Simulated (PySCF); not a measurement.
**GeP from Hartree–Fock to correlated methods**

State: ²Π (doublet), unpaired electrons π ↑. Set-up: PySCF, no relativity, basis sets Ge def2-SVP, P def2-SVP. De refers to Ge + P in their high-spin ground configurations, without counterpoise correction. The functionals are run spin-unrestricted. A positive dipole means Ge(−)P(+).

```json
{"Level": "ROHF", "Re (Å)": "2.120", "ωe (cm⁻¹)": "545", "De (eV)": "0.94", "μ (D)": "-1.41"}
{"Level": "ROHF-MP2", "Re (Å)": "2.153", "ωe (cm⁻¹)": "496", "De (eV)": "2.59", "μ (D)": "n/a"}
{"Level": "ROHF-SCS-MP2", "Re (Å)": "2.155", "ωe (cm⁻¹)": "493", "De (eV)": "2.54", "μ (D)": "n/a"}
{"Level": "ROHF-CCSD", "Re (Å)": "2.157", "ωe (cm⁻¹)": "490", "De (eV)": "2.40", "μ (D)": "n/a"}
{"Level": "ROHF-CCSD(T)", "Re (Å)": "2.173", "ωe (cm⁻¹)": "468", "De (eV)": "2.64", "μ (D)": "n/a"}
{"Level": "PBE", "Re (Å)": "2.177", "ωe (cm⁻¹)": "470", "De (eV)": "3.62", "μ (D)": "-1.01"}
{"Level": "PW91", "Re (Å)": "2.176", "ωe (cm⁻¹)": "470", "De (eV)": "3.66", "μ (D)": "-1.00"}
{"Level": "BLYP", "Re (Å)": "2.193", "ωe (cm⁻¹)": "454", "De (eV)": "3.59", "μ (D)": "-0.92"}
{"Level": "r²SCAN", "Re (Å)": "2.154", "ωe (cm⁻¹)": "492", "De (eV)": "3.34", "μ (D)": "-1.04"}
{"Level": "PBE0", "Re (Å)": "2.147", "ωe (cm⁻¹)": "502", "De (eV)": "3.27", "μ (D)": "-1.14"}
{"Level": "M06", "Re (Å)": "2.158", "ωe (cm⁻¹)": "489", "De (eV)": "3.61", "μ (D)": "-1.28"}
```

The bond length runs from 2.120 Å (ROHF) to 2.193 Å (BLYP). De spans 0.94 eV (ROHF, mean field) to 3.66 eV (PW91, GGA). Correlation at CCSD(T) changes the Hartree–Fock bond energy by +1.70 eV; the triples alone change it by +0.24 eV.

Correlated steps freeze 14 core orbitals. Correlated levels converge slowly with the basis: in double zeta they bind strong bonds too weakly, by up to about 1 eV, and carry superposition errors of some tenths. Spin–orbit coupling is left out. The state was picked by a PBE0 search and need not be the measured ground state.

The whole job (state search and all levels along the bond) took about 3.6 min on 1 thread of Arm Neoverse N1 (shared host), peak memory 0.56 GiB.
